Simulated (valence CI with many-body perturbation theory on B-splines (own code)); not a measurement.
# Sc XV: calculated level list

Method: valence CI with perturbative core correlation (CI+MBPT): five valence electrons over a frozen Dirac-Fock core [He], a basis of 11 s, 11 p, 10 d, 8 f, 5 g, 2 h functions for each j, with the one-electron correlation potential Σ1 (screened to all orders), the two-electron term Σ2, the three-electron term Σ3, Breit, model QED; selected single and double excitations, second order for the rest, scaled by the run's own slope (own B-spline code, finite nucleus).

No measured levels were compared; by estimate levels of excited configurations hold to 0.05 to 0.15 % of their energy, terms of the ground configuration to about 0.5 %. Among the levels kept, up to 5500 cm⁻¹ of a level comes from second order outside the variational space, and about a tenth of that is noise between levels of different J, which matters for small intervals.

Levels 1 to 45 of 197, with energies above the lowest level, 2s2 2p3 4S°_3/2. "Leading %" is the weight of the configuration and term that name the level; weights of strongly mixed levels are sums over their largest components and can fall short. In the jj column 3d3/2^4 stands for four electrons in 3d with j = 3/2.

| No. | Configuration | Term | J | E (eV) | Leading % | Leading jj | g |
| --- | --- | --- | --- | --- | --- | --- | --- |
| 1 | 2s2 2p3 | 4S° | 3/2 | 0.00 | 97 | 2s^2 2p1/2 2p3/2^2 (50 %) | 1.981 |
| 2 | 2s2 2p3 | 2D° | 3/2 | 13.81 | 86 | 2s^2 2p1/2^2 2p3/2 (48 %) | 0.878 |
| 3 | 2s2 2p3 | 2D° | 5/2 | 15.14 | 100 | 2s^2 2p1/2 2p3/2^2 (100 %) | 1.198 |
| 4 | 2s2 2p3 | 2P° | 1/2 | 22.96 | 98 | 2s^2 2p1/2 2p3/2^2 (98 %) | 0.663 |
| 5 | 2s2 2p3 | 2P° | 3/2 | 24.89 | 83 | 2s^2 2p3/2^3 (81 %) | 1.270 |
| 6 | 2s 2p4 | 4P | 5/2 | 68.46 | 99 | 2s 2p1/2^2 2p3/2^2 (75 %) | 1.595 |
| 7 | 2s 2p4 | 4P | 3/2 | 71.59 | 100 | 2s 2p1/2 2p3/2^3 (85 %) | 1.730 |
| 8 | 2s 2p4 | 4P | 1/2 | 72.97 | 99 | 2s 2p3/2^4 (36 %) | 2.660 |
| 9 | 2s 2p4 | 2D | 3/2 | 94.44 | 98 | 2s 2p1/2 2p3/2^3 (59 %) | 0.807 |
| 10 | 2s 2p4 | 2D | 5/2 | 94.78 | 99 | 2s 2p1/2 2p3/2^3 (75 %) | 1.202 |
| 11 | 2s 2p4 | 2S | 1/2 | 109.43 | 86 | 2s 2p1/2^2 2p3/2^2 (69 %) | 1.837 |
| 12 | 2s 2p4 | 2P | 3/2 | 113.74 | 98 | 2s 2p1/2 2p3/2^3 (55 %) | 1.325 |
| 13 | 2s 2p4 | 2P | 1/2 | 118.08 | 87 | 2s 2p1/2 2p3/2^3 (54 %) | 0.835 |
| 14 | 2p5 | 2P° | 3/2 | 178.83 | 98 | 2p1/2^2 2p3/2^3 (98 %) | 1.332 |
| 15 | 2p5 | 2P° | 1/2 | 183.85 | 98 | 2p1/2 2p3/2^4 (98 %) | 0.663 |
| 16 | 2s2 2p2 3s | 4P | 1/2 | 527.39 | 89 | 2s^2 2p1/2^2 3s (70 %) | 2.543 |
| 17 | 2s2 2p2 3s | 4P | 3/2 | 529.86 | 94 | 2s^2 2p1/2 2p3/2 3s (94 %) | 1.719 |
| 18 | 2s2 2p2 3s | 4P | 5/2 | 532.36 | 92 | 2s^2 2p1/2 2p3/2 3s (56 %) | 1.576 |
| 19 | 2s2 2p2 3s | 2P | 1/2 | 533.12 | 91 | 2s^2 2p1/2 2p3/2 3s (85 %) | 0.797 |
| 20 | 2s2 2p2 3s | 2P | 3/2 | 535.97 | 84 | 2s^2 2p1/2 2p3/2 3s (69 %) | 1.275 |
| 21 | 2s2 2p2 3s | 2D | 5/2 | 543.26 | 92 | 2s^2 2p3/2^2 3s (56 %) | 1.222 |
| 22 | 2s2 2p2 3s | 2D | 3/2 | 543.59 | 86 | 2s^2 2p3/2^2 3s (66 %) | 0.867 |
| 23 | 2s2 2p2 3p | 4D° | 1/2 | 545.98 | 39 | 2s^2 2p1/2^2 3p1/2 (69 %) | 1.125 |
| 24 | 2s2 2p2 3p | 4D° | 1/2 | 547.92 | 52 | 2s^2 2p1/2 2p3/2 3p1/2 (69 %) | 0.949 |
| 25 | 2s2 2p2 3p | 4D° | 3/2 | 548.20 | 81 | 2s^2 2p1/2^2 3p3/2 (45 %) | 1.268 |
| 26 | 2s2 2p2 3p | 4D° | 5/2 | 550.43 | 88 | 2s^2 2p1/2 2p3/2 3p3/2 (78 %) | 1.387 |
| 27 | 2s2 2p2 3p | 4P° | 3/2 | 551.00 | 59 | 2s^2 2p1/2 2p3/2 3p1/2 (51 %) | 1.491 |
| 28 | 2s2 2p2 3p | 4P° | 1/2 | 551.45 | 81 | 2s^2 2p1/2 2p3/2 3p3/2 (60 %) | 2.499 |
| 29 | 2s2 2p2 3p | 4P° | 5/2 | 552.57 | 62 | 2s^2 2p1/2 2p3/2 3p1/2 (43 %) | 1.459 |
| 30 | 2s2 2p2 3p | 4D° | 7/2 | 552.79 | 92 | 2s^2 2p1/2 2p3/2 3p3/2 (54 %) | 1.413 |
| 31 | 2s2 2p2 3p | 2D° | 3/2 | 553.47 | 78 | 2s^2 2p1/2 2p3/2 3p3/2 (84 %) | 0.991 |
| 32 | 2s2 2p2 3s | 2S | 1/2 | 555.35 | 91 | 2s^2 2p3/2^2 3s (79 %) | 1.995 |
| 33 | 2s2 2p2 3p | 4S° | 3/2 | 556.08 | 72 | 2s^2 2p1/2 2p3/2 3p3/2 (34 %) | 1.922 |
| 34 | 2s2 2p2 3p | 2D° | 5/2 | 557.02 | 62 | 2s^2 2p3/2^2 3p3/2 (63 %) | 1.280 |
| 35 | 2s2 2p2 3p | 2P° | 3/2 | 557.92 | 85 | 2s^2 2p1/2 2p3/2 3p3/2 (37 %) | 1.353 |
| 36 | 2s2 2p2 3p | 2P° | 1/2 | 558.55 | 85 | 2s^2 2p3/2^2 3p3/2 (59 %) | 0.746 |
| 37 | 2s2 2p2 3p | 2F° | 5/2 | 563.53 | 85 | 2s^2 2p3/2^2 3p3/2 (28 %) | 0.905 |
| 38 | 2s2 2p2 3p | 2F° | 7/2 | 564.47 | 93 | 2s^2 2p3/2^2 3p3/2 (54 %) | 1.156 |
| 39 | 2s 2p3 3s | 6S° | 5/2 | 564.92 | 99 | 2s 2p1/2 2p3/2^2 3s (54 %) | 1.996 |
| 40 | 2s2 2p2 3p | 2D° | 3/2 | 567.23 | 78 | 2s^2 2p1/2 2p3/2 3p1/2 (38 %) | 0.905 |
| 41 | 2s2 2p2 3p | 2D° | 5/2 | 567.80 | 91 | 2s^2 2p1/2 2p3/2 3p3/2 (46 %) | 1.193 |
| 42 | 2s2 2p2 3p | 2P° | 1/2 | 569.71 | 97 | 2s^2 2p1/2 2p3/2 3p3/2 (76 %) | 0.671 |
| 43 | 2s2 2p2 3d | 4F | 3/2 | 570.80 | 80 | 2s^2 2p1/2^2 3d3/2 (66 %) | 0.531 |
| 44 | 2s2 2p2 3d | 4F | 5/2 | 571.87 | 75 | 2s^2 2p1/2^2 3d5/2 (46 %) | 1.096 |
| 45 | 2s2 2p2 3p | 2P° | 3/2 | 572.46 | 81 | 2s^2 2p3/2^2 3p3/2 (69 %) | 1.289 |

Names give the largest LS component (configuration and term), which can be under half, so a name can repeat, a term be missing and a line seem to break the LS rules; names also repeat where a configuration has a term twice.

The ionisation energy to 2s2 2p2 3P_0 of the next ion comes out as 925.95 eV (NIST: 926.5 ± 0.7 eV (semi-empirical)). All 197 levels together are meant to be complete up to 668.68 eV.
